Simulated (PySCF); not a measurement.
CdCl2, SMILES [Cl][Cd][Cl].

Coordinates come from a B3LYP-D3(BJ)/def2-TZVP optimisation. The isomer is the one that the SMILES or the coordinates give; other isomers of the formula were not compared. The def2 effective core potentials stand for the cores of Cd; spin–orbit coupling is left out.

The numbers are results of TDDFT-PBE0/def2-SVPD (PySCF), not measurements.

Vertical excitations; the highest root listed may be one member of a degenerate set.  State labels are in the subgroup D2h.

Computed excitation energies, oscillator strengths and character:
```csv
state,symmetry,energy (eV),λ (nm),f,main pairs
S1,B2g,5.11,243,0.000,HOMO−1→LUMO (degenerate set)
S2,B3g,5.11,243,0.000,HOMO→LUMO (degenerate set)
S3,B2u,5.54,224,0.031,HOMO−3→LUMO (degenerate set)
S4,B3u,5.54,224,0.031,HOMO−2→LUMO (degenerate set)
S5,B1u,6.74,184,0.109,"HOMO−4→LUMO 56 %, HOMO→LUMO+1 22 %, HOMO−1→LUMO+2 22 %"
S6,Au,6.97,178,0.000,"HOMO−1→LUMO+1 50 %, HOMO→LUMO+2 50 %"
S7,B1u,6.99,177,0.000,"HOMO−1→LUMO+2, HOMO→LUMO+1 (degenerate set)"
S8,Au,6.99,177,0.000,"HOMO→LUMO+2, HOMO−1→LUMO+1 (degenerate set)"
S9,Ag,7.15,173,0.000,"HOMO−5→LUMO 64 %, HOMO−2→LUMO+2 18 %, HOMO−3→LUMO+1 18 %"
S10,B1g,7.35,169,0.000,"HOMO−3→LUMO+2 50 %, HOMO−2→LUMO+1 50 %"
T1,B3g,4.78,260,0,HOMO→LUMO (degenerate set)
T2,B2g,4.78,260,0,HOMO−1→LUMO (degenerate set)
T3,B2u,5.14,241,0,HOMO−3→LUMO (degenerate set)
T4,B3u,5.14,241,0,HOMO−2→LUMO (degenerate set)
```
Triplets are in the Tamm–Dancoff approximation, which puts them higher than full response would, so one can lie above its singlet here.
